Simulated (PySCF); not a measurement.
PySCF input file for H3O4P, SMILES O=P(O)(O)O, PBE0/pcSseg-1. Coordinates come from a TPSSh-D3(BJ)/def2-SVP optimisation. The values are those of a single conformer.

```python
import numpy as np
from pyscf import gto, scf, dft
from pyscf.prop.nmr import rks as nmr

mol = gto.M(
    atom='''
    O     1.18943124    0.81764284    0.60087527
    P     0.00000000    0.00000000   -0.12255533
    O    -0.00000003   -0.00000001   -1.60570924
    O     0.11338385   -1.43889909    0.60087529
    O    -1.30281507    0.62125625    0.60087530
    H     1.41636179    1.61076315    0.08766568
    H     0.68678091   -2.03198686    0.08766572
    H    -2.10314270    0.42122372    0.08766574
    ''',
    basis='pcSseg-1',
    charge=0,
    spin=0,
    max_memory=1600,
    verbose=3,
)
mf = dft.RKS(mol, xc='pbe0')
mf.grids.level = 3
mf.conv_tol = 1e-10
mf.max_cycle = 100
mf.kernel()
n = nmr.NMR(mf)
n.verbose = 2
n.max_cycle_cphf = 60
sigma = n.kernel()
print('atom   isotropic/ppm   span/ppm')
for i, s in enumerate(sigma):
    w = np.linalg.eigvalsh((s + s.T) / 2)
    print(f'{mol.atom_symbol(i):2s}{i + 1:3d} {w.mean():14.3f} {w[2] - w[0]:11.3f}')
```

Output:

```
converged SCF energy = -643.673783397265
atom   isotropic/ppm   span/ppm
O   1        221.850     110.549
P   2        305.277     217.787
O   3        158.314      79.631
O   4        221.851     110.549
O   5        221.850     110.549
H   6         28.122      18.546
H   7         28.122      18.546
H   8         28.122      18.546
```

Self-consistency was reached.

Cost: very roughly 18 core-seconds.
